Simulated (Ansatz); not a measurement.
Total energies of Li₄ from Ansatz at PBE/def2-TZVP, gas phase (1 Eh = 27.2114 eV = 2625.5 kJ/mol). The reference geometry is relaxed at PBE/def2-TZVP.

```xyz
4

Li   -1.392    2.089   -1.145
Li    1.389   -2.085    1.154
Li   -1.079   -0.764   -0.083
Li    1.081    0.760    0.074
```

| state | geometry | energy (Eh) |
| --- | --- | --- |
| charge 0 singlet | reference | -29.94120 |
| charge 1 doublet | reference | -29.77218 |
| charge 0 triplet | relaxed at PBE/def2-TZVP | -29.92953 |
| charge 0 quintet | relaxed at PBE/def2-TZVP | -29.88864 |
| free Li atom (doublet) | – | -7.46192 |

(1) Work out the vertical ionisation energy to the doublet.

(2) Which of the charge 0 states is lowest, and how far above it are the others?

(3) What is the binding energy per atom against free atoms?

(1) E(charge 1 doublet) − E(charge 0 singlet) = -29.77218 − (-29.94120) = 0.16902 Eh = 4.60 eV. For comparison, −ε of the highest occupied level is 2.85 eV at this level, 1.75 eV less.

(2) The singlet. triplet: -29.92953 − (-29.94120) = 0.01167 Eh = 30.6 kJ/mol; quintet: -29.88864 − (-29.94120) = 0.05256 Eh = 138.0 kJ/mol. The triplet differs in its bonds from the reference. The quintet differs in its bonds from the reference.

(3) Atoms: 4 × (-7.46192) = -29.84768 Eh. Binding: -29.84768 − (-29.94120) = 0.09352 Eh = 2.54 eV, or 0.64 eV for each of 4 atoms (no zero-point energy, no counterpoise term).

The structure comes from a short search, and lower isomers may exist.
